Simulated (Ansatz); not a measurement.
Al₃Si. Total charge 0; doublet. Geometry PBE0-D4/def2-TZVP.

```xyz
4

Al    0.529   -0.067   -1.318
Al    1.399   -1.346    0.715
Al   -1.458    1.353   -0.570
Si   -0.471    0.060    1.173
```

At HF/6-31G the charge 0 doublet is spin-contaminated (final ⟨S²⟩ up to 1.70, 0.75 for a pure state). The structure comes from a short search, and lower isomers may exist.

(1) Estimate the α-spin orbital energies around the gap (eV) in Ansatz with HF/6-31G, PBE-D4/def2-TZVP, BLYP-D4/def2-TZVP, r2SCAN-D4/def2-TZVPD, PBE0-D4/def2-SVP.

Answers

(1) 
```csv
orbital,HF/6-31G,PBE-D4/def2-TZVP,BLYP-D4/def2-TZVP,r2SCAN-D4/def2-TZVPD,PBE0-D4/def2-SVP
HOMO−9,-87.66,-69.12,-69.11,-70.97,-74.15
HOMO−8,-87.65,-69.02,-69.01,-70.88,-74.05
HOMO−7,-87.61,-69.02,-69.01,-70.88,-74.05
HOMO−6,-19.11,-12.51,-12.26,-13.08,-14.41
HOMO−5,-13.27,-8.84,-8.61,-9.15,-10.17
HOMO−4,-12.89,-8.57,-8.32,-8.91,-9.91
HOMO−3,-8.63,-5.84,-5.67,-5.93,-6.52
HOMO−2,-7.97,-5.22,-4.91,-5.54,-6.15
HOMO−1,-7.43,-5.20,-4.88,-5.37,-5.98
HOMO,-7.07,-4.79,-4.52,-4.94,-5.66
LUMO,-0.08,-3.70,-3.49,-3.71,-3.29
LUMO+1,0.42,-2.69,-2.44,-2.63,-2.14
LUMO+2,0.64,-2.49,-2.21,-2.44,-1.90
LUMO+3,1.24,-1.88,-1.62,-1.83,-1.35
LUMO+4,2.48,-0.78,-0.58,-0.53,0.00
LUMO+5,2.83,-0.47,-0.30,-0.22,0.47
β HOMO,-6.67,-4.70,-4.45,-4.87,-5.57
β LUMO,-0.11,-4.19,-4.07,-3.87,-3.53
```
